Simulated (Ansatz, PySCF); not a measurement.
Gas-phase reaction (SMILES): CO[Si](F)(F)F [trifluoro(methoxy)silane] + F (HF) -> F[Si](F)(F)F + CO (CH4O) [methanol]; hydrogen fluoride cleaves one Si-O bond, a model of a ligand-exchange step.

Structures are relaxed separately at B3LYP-D3(BJ)/def2-TZVP in Ansatz (an electronic-structure program), one conformer each, not searched for the lowest. Valence correlation only, unless marked. Spin-orbit coupling is left out. No relativistic terms. CBS(X,Y): correlation extrapolated as X^-3; Hartree-Fock from the larger set. The bracket is a focal-point correction in the basis named. Thermal terms are rigid-rotor harmonic-oscillator values from B3LYP-D3(BJ) frequencies (Ansatz or PySCF) at 298.15 K and 1 atm. 1 Eh = 627.5095 kcal/mol.

```tsv
species	E, RI-MP2/CBS(cc-pV(T+d)Z,cc-pV(Q+d)Z)+[CCSD(T)-MP2]/cc-pV(T+d)Z (Ansatz) (Eh)	E, r2SCAN-D4/def2-TZVPD (Ansatz + dftd4) (Eh)	H - E (Eh)	G - E (Eh)
CO[Si](F)(F)F	-703.73236	-704.40611	0.06042	0.01955
F (HF)	-100.39237	-100.44728	0.01259	-0.00713
F[Si](F)(F)F	-688.52154	-689.16010	0.01842	-0.01381
CO (CH4O)	-115.61425	-115.70530	0.05533	0.02827
```

Work out ΔE and ΔH, ΔG, ΔS and the equilibrium constant at 298.15 K at the first level, then ΔH at the second.


1. ΔE = [(-688.52154) + (-115.61425)] - [(-703.73236) + (-100.39237)] = -0.01106 Eh = -6.9 kcal/mol at RI-MP2/CBS(cc-pV(T+d)Z,cc-pV(Q+d)Z)+[CCSD(T)-MP2]/cc-pV(T+d)Z.
2. The terms H - E add up to 0.00074 Eh, so ΔH = (-0.01106 + (0.00074))×627.5095 = -6.5 kcal/mol.
3. The terms G - E add up to 0.00204 Eh, so ΔG = -5.7 kcal/mol, and ΔS = (0.00074 - (0.00204))×627509.5/298.15 = -2.7 cal/(mol K).
4. log10 K = -ΔG/(RT ln 10) = 4.2, with RT ln 10 = 1.3642 kcal/mol.
5. At r2SCAN-D4/def2-TZVPD the same steps give ΔE = -7.5 and ΔH = -7.1 kcal/mol, a shift of -0.6 from the first level.
6. These values are not checked against measurement here, since the tables used lack a sound gas-phase enthalpy of formation for at least one species.
